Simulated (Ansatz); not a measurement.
Calculated with Ansatz (gas phase, PBE0-D4/def2-TZVP geometries, no zero-point term in ΔE). CBS: MP2 limit from def2 TZ/QZ plus the TZ coupled-cluster correction, frozen cores. This one scheme is used for every species. Functionals use def2-TZVPP. One conformer a species, not always the lowest.

`C=C(Cl)BOC` + SiH₄ → `COB[SiH3]` + `C=CCl`  (formal exchange of groups at a B–C bond)

`C=C(Cl)BOC`:

Cartesian coordinates in Å:
```
C 2.515 0.435 0.280
C 1.374 0.502 -0.403
Cl 1.353 1.243 -1.974
B 0.048 -0.070 0.171
O -1.080 0.013 -0.542
C -2.313 -0.489 -0.072
H 2.512 -0.031 1.259
H 3.453 0.826 -0.096
H 0.059 -0.584 1.259
H -2.210 -0.934 0.922
H -2.677 -1.242 -0.773
H -3.034 0.330 -0.032
```

SiH₄:

```xyz
5

Si    0.000    0.000    0.000
H     1.416   -0.271   -0.353
H    -0.884   -0.496   -1.085
H    -0.197    1.462    0.170
H    -0.335   -0.695    1.268
```

`COB[SiH3]`:

Cartesian coordinates in Å:
```
C 1.378 -0.840 -1.391
O 0.218 -0.630 -0.605
B 0.102 0.397 0.248
Si -1.603 0.595 1.324
H 1.093 -0.829 -2.445
H 1.792 -1.820 -1.150
H 2.126 -0.066 -1.202
H 1.020 1.175 0.352
H -1.290 0.549 2.782
H -2.221 1.927 1.058
H -2.615 -0.456 1.030
```

`C=CCl`:

```xyz
6

C     0.675    0.030    0.297
C    -0.584   -0.035   -0.092
Cl   -1.072    0.022   -1.742
H     1.492    0.125   -0.407
H     0.908   -0.012    1.354
H    -1.419   -0.130    0.590
```

```csv
level,ΔE (kcal/mol)
PBE0-D4,11.0
r2SCAN,11.9
```

(1) What does CCSD(T)/CBS give? (An estimate is asked.)

Largest T1 diagnostic among the species: 0.014.

Results:

(1) Ansatz gave: +12.1 kcal/mol. The listed levels differ from it by -1.1, -0.2 kcal/mol.

From PBE to PBE0 (25 % exact exchange), in def2-TZVPP and without D4, ΔE moves by +0.7 kcal/mol. The D4 term adds +1.0 kcal/mol with B3LYP and +0.6 kcal/mol with PBE0; it sums over pairs of atoms, weighted by their polarisabilities, and B3LYP, whose exchange is more repulsive, gets the larger term.

B3LYP here is the variant with VWN-RPA as its local correlation; programs differ in this.
